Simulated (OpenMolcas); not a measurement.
A ladder of methods for BGeSiH4F (SMILES F[SiH]1[BH][GeH2]1)

BGeSiH4F: 8 atoms, total charge 0, spin state singlet. As SMILES, `F[SiH]1[BH][GeH2]1`. Geometry: relaxed at PBE0-D4/def2-TZVP.

Each level gives the HOMO–LUMO gap (eV). The values are calculated.

| level | kind | program | value (eV) | CPU time |
| --- | --- | --- | --- | --- |
| HF/def2-SVP | Hartree–Fock | OpenMolcas | 8.33 | 12 s |
| SVWN5/def2-SVP | LDA | OpenMolcas | 2.47 | 28 s |
| BLYP/def2-SVP | GGA | OpenMolcas | 2.45 | 38 s |
| PBE/def2-SVP | GGA | OpenMolcas | 2.50 | 39 s |
| M06-L/def2-SVP | meta-GGA | OpenMolcas | 2.77 | 47 s |
| r2SCAN/def2-SVP | meta-GGA | OpenMolcas | 2.74 | 47 s |
| B3LYP/def2-SVP | global hybrid | OpenMolcas | 3.62 | 37 s |
| BHLYP/def2-SVP | global hybrid | OpenMolcas | 5.37 | 33 s |

All-electron rows without a relativistic Hamiltonian named are non-relativistic. The values span 2.45 to 8.33 eV. Orbital gaps aren't excitation energies; they tend to grow with the share of exact exchange. Times are those of the runs behind each value, whatever else they computed, on shared processors of several kinds: orders of magnitude only.
